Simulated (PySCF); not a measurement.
C2F4 (SMILES FC(F)=C(F)F), singlet, at a GFN2-xTB geometry. Base run: B3LYP/STO-3G run with PySCF.

Here is a job for PySCF.
```python
from pyscf import gto, scf, dft

mol = gto.Mole()
mol.atom = '''
    C    -0.001053    0.002480    0.664375
    C     0.001053   -0.002480   -0.664375
    F     0.002738    1.101181    1.396572
    F    -0.007178   -1.090724    1.404739
    F     0.007178    1.090724   -1.404739
    F    -0.002738   -1.101181   -1.396572
'''
mol.basis = 'sto-3g'
mol.charge = 0
mol.spin = 0
mol.verbose = 4
mol.symmetry = True
mol.build()

mf = dft.RKS(mol)
mf.xc = 'b3lyp'
mf.kernel()
mf.analyze()
```

Each row names what was changed in the base input (with any setting that the change needs).

```csv
change,ΔE vs base (eV),point group used,SCF cycles,outcome
base,0.00,D2h,7,converged
symmetry = off,0.00,C1,7,converged
symmetry_subgroup = C2h,0.00,C2h,7,converged
irrep_nelec = Ag:12 B1g:2 B3g:8 Au:2 B1u:10 B2u:10 B3u:4,30.73,D2h,6,converged
symmetry_subgroup = C2v,0.00,C2v,7,converged
irrep_nelec = Ag:12 B1g:4 B2g:2 B3g:8 Au:2 B1u:8 B2u:8 B3u:4,-,-,-,input refused
symmetry_subgroup = D2,-,-,-,input refused
irrep_nelec = Ag:14 B1g:2 B3g:8 Au:2 B1u:10 B2u:8 B3u:4,36.77,D2h,6,converged
irrep_nelec = Ag:12 B1g:2 B3g:8 Au:2 B1u:10 B2u:8 B3u:6,-,-,-,input refused
```

- irrep_nelec = Ag:12 B1g:4 B2g:2 B3g:8 Au:2 B1u:8 B2u:8 B3u:4: ended with `ValueError: More electrons than orbitals for irrep B1g nelec = 2 + 2, norb = 1`
- symmetry_subgroup = D2: ended with `pyscf.lib.exceptions.PointGroupSymmetryError: D2 not in Ablien subgroup of D2h`
- irrep_nelec = Ag:12 B1g:2 B3g:8 Au:2 B1u:10 B2u:8 B3u:6: ended with `ValueError: More electrons than orbitals for irrep B3u nelec = 3 + 3, norb = 2`
